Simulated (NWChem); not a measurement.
CH$_{5}$AlFNO; SMILES [Al]([F])([OH])[NH]C

```xyz
10

Al    -0.0687    -0.4963    -0.0003
F      0.8790    -1.8638    -0.0018
N      0.7018     1.0850    -0.0003
C      0.0561     2.3781     0.0002
H      1.7141     1.1502    -0.0003
H      0.3103     2.9833    -0.8899
H      0.3105     2.9827     0.8907
H     -1.0376     2.2544     0.0004
O     -1.7582    -0.6058     0.0013
H     -2.2709    -1.4140     0.0004
```
Atoms are numbered in this order, from 1.

Level: PBE0/def2-SVP (NWChem), optimised geometry, unscaled harmonic frequencies. 

```csv
frequency (cm⁻¹),IR intensity (km/mol)
112,0.1
112,0.7
158,0.1
226,47.4
279,2.8
298,175.4
324,2.3
520,134.9
558,146.1
659,18.9
884,141.6
951,128.4
1084,22.2
1142,0.0
1184,109.4
1394,57.0
1452,17.7
1469,2.5
1497,5.5
3008,91.5
3070,43.2
3138,14.2
3632,22.4
4004,121.3
```

- zero-point energy: 44.5 kcal/mol
- thermal correction to the enthalpy at 298.15 K (with zero-point energy): 49.7 kcal/mol
- heat capacity Cv: 23.8 cal/(mol K)
- entropy at 298.15 K and 1 atm (symmetry number 1): 83.4 cal/(mol K)
- dipole moment: 0.76 D

Rigid rotor and harmonic oscillator.
